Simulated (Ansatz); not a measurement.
Ansatz (a first-principles code) input:

Ansatz 0.2 input:
```yaml
crystal:
  periodic: [false, false, false]
  atoms:
    - {symbol: C, position_ang: [-2.33644562, -0.14940499, 0.02358706]}
    - {symbol: C, position_ang: [-0.94417253, 0.32471425, -0.17080488]}
    - {symbol: C, position_ang: [0.10409051, -0.69663651, 0.25708875]}
    - {symbol: C, position_ang: [1.52724300, -0.23258993, 0.11755027]}
    - {symbol: O, position_ang: [1.86415128, 0.85251551, -0.27996505]}
    - {symbol: H, position_ang: [-3.15541657, 0.30913564, -0.51243491]}
    - {symbol: H, position_ang: [-2.57959490, -0.86001202, 0.80274531]}
    - {symbol: H, position_ang: [-0.76904890, 1.25468609, 0.39141814]}
    - {symbol: H, position_ang: [-0.77619698, 0.60505425, -1.21473956]}
    - {symbol: H, position_ang: [-0.03562917, -0.99364503, 1.30479096]}
    - {symbol: H, position_ang: [0.00756673, -1.62907340, -0.31297138]}
    - {symbol: H, position_ang: [2.29081734, -0.98276636, 0.41638456]}
basis:
  gaussian:
    orbitals: aug-cc-pVDZ
magnetization: {spin_polarized: true, initial_magnetization: 1}
correlation: {method: ccsd_t, electrons: outside_noble_gas}
output: {forces: true}
```

Question: Predict the final energy.

Answer: -231.20593 Eh (CCSD(T)/aug-cc-pVDZ). The basis has 178 functions.

It need not be the lowest isomer of its formula.
